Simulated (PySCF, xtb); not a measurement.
Zr(Cl)3(SH) (Cl3HSZr), SMILES [Cl][Zr]([SH])([Cl])[Cl], multiplicity 1.

GFN2-xTB (xtb) at its own geometry gives an orbital gap of 1.87 eV and a dipole moment of 0.58 D.

The structure is a stationary point at B3LYP-D3(BJ)/def2-SVP. The spin state was assumed, not searched. The structure was generated by enumeration; whether it is a known compound was not checked. The def2 effective core potentials stand for the cores of Zr; spin–orbit coupling is left out. Other conformers were not sampled.

Task: What does PBE/def2-TZVP run with PySCF give? (An estimate is asked for; the answer gives what the named calculation found.)

Result: gap 3.44 eV (levels -7.09 and -3.65 eV), dipole 0.68 D.
